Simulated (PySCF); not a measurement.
`[O-]c1ccc(C=S)s1`, [C5H3OS2]-, charge -1

Geometry (Å), atoms numbered from 1 in this order:
```xyz
11

O     2.947   -1.076   -0.557
C     1.836   -0.629   -0.334
C     1.429    0.655    0.109
C     0.082    0.831    0.261
C    -0.704   -0.287   -0.045
C    -2.073   -0.419    0.007
S    -3.142    0.775    0.466
S     0.336   -1.629   -0.551
H     2.172    1.412    0.302
H    -0.380    1.748    0.589
H    -2.497   -1.380   -0.273
```

Total charge -1.

Computed, not measured: quadratic response PBE0/def2-SVPD first hyperpolarisability, Taylor convention, gas phase (PySCF). Geometry: GFN2-xTB.

For a gas-phase anion, states above the detachment energy (about 1.5 eV, taken as minus the energy of the highest occupied orbital) lie in the continuum and depend on the basis.

Question: Give the tensor of the second harmonic β(−2ω;ω,ω) at 1064 nm in the axes of these coordinates.

Answer: In au, Taylor convention; rows are the first index (the induced dipole):
```csv
,xx,yy,zz,xy,xz,yz
x,+1705.7,-1.3,+576.4,-385.0,-173.5,-179.1
y,-163.1,+31.1,-54.3,-7.3,-118.8,+59.1
z,-119.1,+45.4,-145.1,-100.6,+346.8,-9.2
```
Norm of βᵢ = ⅓ Σⱼ (βᵢⱼⱼ + βⱼᵢⱼ + βⱼⱼᵢ): 2159.5 au, hyper-Rayleigh value 870.2 au.
